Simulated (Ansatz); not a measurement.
One change: `NCC[SiH2]N` becomes `CNCCN`.

Ansatz, PBE0-D4/def2-TZVP geometries, multiplicity 1. Each molecule was computed in one conformer, which needn't be the lowest.

```tsv
property	`NCC[SiH2]N`
LUMO energy (ωB97M-V/def2-TZVPP) / eV	2.04
HOMO energy (PBE/def2-TZVPP) / eV	-5.29
LUMO energy (PBE/def2-TZVPP) / eV	-0.23
size of the dipole moment (PBE/def2-TZVPP) / D	2.48
LUMO energy (PBE0/def2-TZVPP) / eV	0.59
HOMO energy (PBE0/def2-TZVPP) / eV	-6.78
```

What does the change do to each property? (Best estimate.)

The calculation gave: 
```json
{"property": "LUMO energy (ωB97M-V/def2-TZVPP) / eV", "`CNCCN`": "2.51", "shift": "0.47"}
{"property": "HOMO energy (PBE/def2-TZVPP) / eV", "`CNCCN`": "-5.13", "shift": "0.16"}
{"property": "LUMO energy (PBE/def2-TZVPP) / eV", "`CNCCN`": "0.28", "shift": "0.51"}
{"property": "size of the dipole moment (PBE/def2-TZVPP) / D", "`CNCCN`": "1.73", "shift": "-0.75"}
{"property": "LUMO energy (PBE0/def2-TZVPP) / eV", "`CNCCN`": "1.10", "shift": "0.51"}
{"property": "HOMO energy (PBE0/def2-TZVPP) / eV", "`CNCCN`": "-6.54", "shift": "0.24"}
```

With PBE0 the HOMO rises by 0.24 eV and the LUMO rises by 0.51 eV, so the gap widens by about 0.27 eV. PBE moves the HOMO by 0.16 eV and ωB97M-V by 0.25 eV. Dipoles are sizes alone; their direction can turn.
